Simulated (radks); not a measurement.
Values are calculated unless marked as measured or tabulated.
These are the eigenvalues of the occupied orbitals of an atom or ion with whole-number occupations (hartree). Level of theory: scalar-relativistic Kohn-Sham, BLYP, spin-polarised, spherical densities, point nucleus (a radial shooting solver on a logarithmic mesh with Libxc functionals).

1s up: -655.4324
1s down: -655.4318
2s up: -91.02071
2s down: -91.01459
2p up: -81.20407
2p down: -81.19940
3s up: -15.10294
3s down: -15.09883
3p up: -11.90654
3p down: -11.90206
3d up: -6.65814
3d down: -6.65179
4s up: -2.25440
4s down: -2.21640
4p up: -1.44594
4p down: -1.40269
5s up: -0.38133
4d up: -0.38122

Which element is it, and in what charge state? The configuration may be excited. Open shells, if any, are filled with parallel spins first.

Answer. Z = 40, zirconium, charge +1: Zr+ in [Kr] 4d2 5s1. The list shows which subshells hold electrons but not how many an open one holds; the 1s level, -655.43 hartree, gives Z - s = 36.2 by -(Z - s)^2/2, which with screening and relativity narrows Z to a few neighbours, and the depths of the outer levels then fix element, charge and occupations together.
